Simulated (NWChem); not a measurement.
System: GeBr cation, singlet

Here is an NWChem input.

```
start job
memory heap 200 mb stack 900 mb global 1100 mb
charge 1
geometry units angstroms noautosym nocenter noautoz
  Ge     0.000000     0.000000    -1.167360
  Br     0.000000     0.000000     1.067563
end
basis spherical
  Ge library def2-svp
  Br library def2-svp
end
dft
  xc b3lyp
  iterations 150
end
property
  response 1 0.0773
end
task dft property
```

Low-valent species are run as closed-shell singlets; no triplet was tried in these runs. Structure relaxed at the B3LYP/6-31G* (spherical d) level.

Field at 589 nm.

Problem. Give the results of this calculation. (B3LYP/def2-SVP.) Quantities: isotropic polarisability (bohr³); anisotropy (bohr³).

Solution. The isotropic polarisability (bohr³) is 37.4 and the anisotropy (bohr³) comes out as 35.8.
